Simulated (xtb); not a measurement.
A geometry relaxed with GFN2-xTB (xtb), charge 0, multiplicity 1:

```xyz
11

H     -0.8854     1.2573     0.6068
C      0.4876     0.0853    -0.6364
H     -2.5868    -0.4681     0.8849
H      1.6456     1.2729     0.8012
C      1.6981     0.3289     0.2223
H      0.5229     0.8245    -1.4445
H     -1.5980    -1.6245    -0.1308
O      2.6471    -0.3961     0.3023
C     -0.7716     0.2819     0.1514
H      0.5347    -0.9152    -1.0681
C     -1.6942    -0.6469     0.3110
```

Write the SMILES of this molecule.

`C=CCC=O`
